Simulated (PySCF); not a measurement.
**An excited-state table with gaps**

Compound: C4H12Si2.
SMILES: `[SiH2](/C=C\[SiH3])CC`

The calculation used TDDFT CAM-B3LYP/def2-SVPD, vertical, gas phase, core orbitals frozen in the response in PySCF. Isolated species at its PBE0-D3(BJ)/def2-SVP geometry (one conformer only). Torsions of this conformer, `[CH3:1][CH2:2][SiH2:3]/[CH:4]=[CH:5]\[SiH3:6]`: C1–C2–Si3–C4 62°, C2–Si3–C4–C5 -85°.

Lowest singlets, with some entries withheld (?).

| state | E (eV) | f | main configurations (H = HOMO, L = LUMO) |
| --- | --- | --- | --- |
| S1 | 5.79 | 0.0063 | H-1→L (89%) |
| S2 | 6.41 | ? | ? |
| S3 | 7.26 | 0.0053 | H→L+1 (61%), H→L+2 (28%) |
| S4 | 7.43 | 0.054 | H-2→L (61%), H-4→L (11%), H-3→L (11%) |
| S5 | 7.57 | 0.025 | H-3→L (40%), H-2→L (25%), H-4→L (16%) |
| S6 | 7.72 | 0.0062 | ? |
| S7 | 7.84 | 0.0037 | H-1→L+1 (52%), H-1→L+2 (17%), H→L+3 (15%) |
| S8 | 7.93 | ? | H→L+3 (29%), H→L+2 (14%), H-1→L+1 (13%) |
| S9 | ? | 0.024 | ? |
| S10 | ? | ? | H→L+5 (57%) |

Problem. Fill in the withheld entries.

Solution. 
- S2: f = 0.384; H→L (94%)
- S6: H-3→L (40%), H-4→L (27%), H-7→L (16%)
- S8: f = 0.0028
- S9: E = 7.96 eV; H→L+2 (36%), H→L+3 (19%), H→L+1 (17%)
- S10: E = 8.13 eV; f = 0.0024

Problem. What is the vertical ionisation energy by ΔSCF at this level?

Solution. 9.68 eV; −ε(HOMO) is 9.04 eV.

Problem. Where do the lowest triplets lie (Tamm–Dancoff)?

Solution. T1 3.94 eV, H→L (76%), H-2→L (9%); T2 5.23 eV, H-1→L (88%); T3 6.87 eV, H-2→L (61%), H→L (12%), H-4→L (8%); T4 7.08 eV, H-4→L (29%), H-7→L (26%), H→L+1 (9%). E(S1) − E(T1) = +1.85 eV.

Problem. How far apart are S9 and S10, in eV and cm⁻¹?

Solution. 8.131 − 7.960 = 0.171 eV, or about 1380 cm⁻¹.
